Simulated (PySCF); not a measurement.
# Gas-phase XPS of `O=Cc1ccoc1`, computed

Species: C₅H₄O₂.
Cartesian coordinates in Å at the PBE0-D3(BJ)/def2-SVP level; atoms count from 1:
```xyz
11
C5H4O2 angstrom
O     -2.7138    0.9518    0.2902
C     -1.9918    0.0814   -0.1312
C     -0.5341    0.0669    0.0193
C      0.4018   -0.9176   -0.4473
C      1.6270   -0.4762   -0.0586
O      1.5138    0.6987    0.6078
C      0.2195    1.0229    0.6535
H     -2.4099   -0.7993   -0.6826
H      0.1803   -1.8294   -0.9981
H      2.6355   -0.8642   -0.1729
H     -0.0488    1.9474    1.1581
```

Method used: delta-SCF UKS SCAN, pcX-2 on the ionised atom, pcseg-1 elsewhere, spin-free X2C (PySCF). Each binding energy is the total energy of the core-ionised species, with the hole localised on one atom, minus that of the ground state; both are solved self-consistently, so orbital relaxation is included.

**Question.** List the computed XPS lines with their assignment.

**Answer.** 
```tsv
atom(s)	environment	level	binding energy (eV)	above the level's lowest (eV)	count
O6	furan-type oxygen	O 1s	540.65	+3.14	1
O1	aldehyde oxygen	O 1s	537.51	0.00	1
C2	aldehyde carbon	C 1s	293.37	+2.32	1
C5	aromatic CH next to a ring oxygen	C 1s	292.18	+1.13	1
C7	aromatic CH next to a ring oxygen	C 1s	292.17	+1.12	1
C4	aromatic CH carbon	C 1s	291.07	+0.02	1
C3	substituted aromatic carbon	C 1s	291.05	0.00	1
```

Lowest listed C 1s: C3, bonded to 2 C (aromatic in the SMILES) and C. Highest, 2.32 eV above it: C2, bonded to O (double bond), C and H. Summing the Pauling electronegativity differences to the bonded atoms, each weighted by its formal bond order, gives 0.00 for the lowest site and +1.43 for the highest; no listed site has a larger sum than the highest. The smallest sum, -0.35, belongs to C4, 0.02 eV above the lowest. The values 291.05 and 291.07 eV; the values 292.17 and 292.18 eV lie too close for their order to be trusted.

Lowest listed O 1s: O1, bonded to C (double bond). Highest, 3.14 eV above it: O6, bonded to 2 C (aromatic in the SMILES).

**Question.** Give the binding energy of C 1s of C5 in hartree and in kJ/mol.

**Answer.** 292.18 eV = 10.7374 Eh = 28191 kJ/mol.

**Question.** Which photon energy gives electrons from C 1s of C5 a kinetic energy of 100 eV, and what is their de Broglie wavelength?

**Answer.** hν = 292.18 + 100 = 392.18 eV, recoil neglected; λ = 12.264 Å/√(E/eV) = 1.23 Å.

Spin contamination (⟨S²⟩ against 0.75 for a pure doublet) is marked for C 1s of C2 (0.94), which makes this value less certain. Isolated species at its PBE0-D3(BJ)/def2-SVP geometry (one conformer only).

Time: 39 s of wall time. Hardware: an Arm Neoverse V2 with one thread, shared host.
